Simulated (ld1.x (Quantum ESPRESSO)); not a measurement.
carbon (C), TM: configuration errors across variants

carbon, norm-conserving Troullier–Martins (Kleinman–Bylander form), made with ld1.x (Quantum ESPRESSO) 7.5 (PBE, scalar-relativistic). Core [He], reference 2s1 2p0 (charge +3). Waves: 2s (bound): rc 0.85 bohr; 2p (bound, empty): rc 2.55 bohr; 3d channel at 0.15 Ry: rc 2.60 bohr. Local part: all-electron potential smoothed inside 0.80 bohr (lloc = -1). Core correction: a·sin(br)/r model core inside 0.60 bohr.

All-electron excitation energies from the reference (eV): (1) 2s2 2p2 -83.212; (2) 2s2 2p1 -72.350; (3) 2s2 2p0 -48.194; (4) 2s2 2p2.3 -84.370; (5) 2s1 2p2 -63.597; (6) 2s1 2p3 -74.734; (7) 2s2 2p1.5 -79.249.

1 further variants failed, have other tests or another functional or relativity, and are left out.

A true bound ghost makes a file unfit for plane-wave use even where its test errors are small: the radial tests pick states by their node count and pass the ghost by.

Errors AE − PS in meV (a dash: test not solved or not reliable):

```csv
change,(1),(2),(3),(4),(5),(6),(7),bound ghosts
base,+1434,+826,+55,+1522,+1495,+2040,+1184,none
local potential the p channel,+973,+672,+39,+960,+1316,+1550,+892,none
"all radii but the core radius scaled by about 1.04 (s 0.88, p 2.66, d 2.70 bohr); local potential all-electron potential smoothed inside 0.84 bohr (lloc = -1)",+1679,+948,+55,+1789,+1733,+2405,+1373,none
wave 2p (bound): rc 2.55 bohr becomes 2p (bound): rc 2.96 bohr,+2331,+1255,+55,+2510,+2343,+3377,+1866,none
wave 2s (bound): rc 0.85 bohr becomes 2s (bound): rc 0.58 bohr,+1469,+852,+72,+1559,+1537,+2099,+1214,s
core correction a·sin(br)/r model core inside 1.04 bohr,+1395,+805,+53,+1480,+1491,+2021,+1152,none
wave 3d channel at 0.15 Ry: rc 2.60 bohr becomes 3d channel at 1.16 Ry: rc 2.60 bohr,+1434,+826,+55,+1522,+1495,+2040,+1184,d
```

(1) Give the same row for: local potential all-electron potential smoothed inside 2.52 bohr (lloc = -1).

Answers

(1) +1371, +840, +79, +1432, +1438, +1876, +1165; bound ghosts: none.
